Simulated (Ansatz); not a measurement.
`O=CB(S)Cl` and `SB(S)Cl` differ in one atom or group.

Ansatz, PBE0-D4/def2-TZVP geometries, multiplicity 1. Each molecule was computed in one conformer, which needn't be the lowest.

```json
{"property": "HOMO energy (PBE/def2-TZVPP) / eV", "`O=CB(S)Cl`": "-5.98"}
{"property": "size of the dipole moment (PBE/def2-TZVPP) / D", "`O=CB(S)Cl`": "2.67"}
{"property": "HOMO energy (ωB97M-V/def2-TZVPP) / eV", "`O=CB(S)Cl`": "-9.91"}
{"property": "HOMO energy (B3LYP/def2-TZVPP) / eV", "`O=CB(S)Cl`": "-7.33"}
{"property": "HOMO–LUMO gap (PBE0/def2-TZVPP) / eV", "`O=CB(S)Cl`": "4.69"}
{"property": "size of the dipole moment (ωB97M-V/def2-TZVPP) / D", "`O=CB(S)Cl`": "2.82"}
```

(1) What does the change do to each property? (Best estimate.)

Answers

(1) Computed: 
```csv
property,`SB(S)Cl`,shift
HOMO energy (PBE/def2-TZVPP) / eV,-6.58,-0.60
size of the dipole moment (PBE/def2-TZVPP) / D,1.06,-1.61
HOMO energy (ωB97M-V/def2-TZVPP) / eV,-9.87,0.04
HOMO energy (B3LYP/def2-TZVPP) / eV,-7.50,-0.17
HOMO–LUMO gap (PBE0/def2-TZVPP) / eV,6.76,2.07
size of the dipole moment (ωB97M-V/def2-TZVPP) / D,1.08,-1.74
```

With PBE0 the HOMO falls by 0.20 eV and the LUMO rises by 1.87 eV, so the gap widens by about 2.07 eV. PBE moves the HOMO by -0.60 eV and ωB97M-V by 0.04 eV. The zero-point energy changes by -22.9 kJ/mol with -3 modes. Dipoles are sizes alone; their direction can turn.

B3LYP here is the variant with VWN-RPA as its local correlation; programs differ in this.
